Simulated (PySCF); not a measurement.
**An isoelectronic set: 41 electrons**

CCSD(T) in PySCF with def2-TZVPPD on every atom, for the lowest determinant that a PBE0 search found; no spin–orbit coupling. All have 41 electrons, 11 of them in the valence shells, and the same state, a doublet (π ↑). For ions De leads to the atom and ion picked by measured ionisation energies and electron affinities.

```csv
species,difference of nuclear charges,Re (Å),ωe (cm⁻¹),k (mdyn/Å),De (eV),dissociates to
BBr⁻,30,2.123,384,0.838,1.17,B + Br⁻
GeF,23,1.757,665,3.94,5.20,Ge + F
AsO,25,1.635,963,7.20,4.69,As + O
CBr,29,1.824,733,3.30,3.43,C + Br
AsF⁺,24,1.663,832,6.18,4.55,As⁺ + F
```

Task: Which member of the whole set has the stiffest bond, and how does it compare with the softest?

Result: AsO with k = 7.20 mdyn/Å, 8.6 times that of BBr⁻.

Correlated steps freeze 10 core orbitals. Spin–orbit coupling is left out. For an ion De counts to the pair picked by the measured ionisation energies or electron affinities, which need not be the lowest pair at this level. States were picked by a PBE0 search and need not be the measured ground states.
